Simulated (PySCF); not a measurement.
Isomers of C4H5BO2. Method: PBE0-D3(BJ)/def2-SVP geometry optimisation, gas phase in PySCF. Energies are electronic, without zero-point or thermal terms, for one conformer each. No frequencies were run at this level. Point groups hold within 0.08 Å.

Task: Rank from lowest to highest electronic energy at this level (kcal/mol).
A. `[CH:1]#[C:2]/[CH:3]=[CH:4]\[B:5]([OH:6])[OH:7]` with C4–B5–O6–H 180°, C4–B5–O7–H 0°
B. `[CH2:1]=[CH:2][C:3]#[C:4][B:5]([OH:6])[OH:7]` with C4–B5–O6–H 180°, C4–B5–O7–H 180°

Result: B (0.0), A (0.3).

Neighbours under 2.5 kcal/mol apart (C=CC#CB(O)O and C#C/C=C\B(O)O) can change places with a better method, another conformer or zero-point energy.

```json
{"SMILES": "C=CC#CB(O)O", "E (Eh)": "-330.14515", "E rel (kcal/mol)": "0.0", "dipole (D)": "2.09", "point group": "C1", "A, B, C (MHz)": "8257, 1040, 932.3"}
{"SMILES": "C#C/C=C\\B(O)O", "E (Eh)": "-330.14470", "E rel (kcal/mol)": "0.3", "dipole (D)": "1.35", "point group": "–", "A, B, C (MHz)": "5612, 1747, 1332"}
```

Task: How do the relative energies change in single points at LC-wPBE/pcSseg-1 (no added dispersion term) on the same geometries?

Result: 
```csv
SMILES,PBE0-D3(BJ)/def2-SVP (kcal/mol),LC-wPBE/pcSseg-1 (kcal/mol),shift
C=CC#CB(O)O,0.0,0.0,0.0
C#C/C=C\B(O)O,0.3,0.0,-0.3
```

Each column counts from its own lowest isomer. The order is unchanged; the largest shift is 0.3 kcal/mol.

Task: As an exercise, what shares would exp(−E/RT) give at 500 K from these electronic energies alone (no entropy, no degeneracies)?

Result: RT = 0.994 kcal/mol: C=CC#CB(O)O 57.0 %, C#C/C=C\B(O)O 43.0 %.
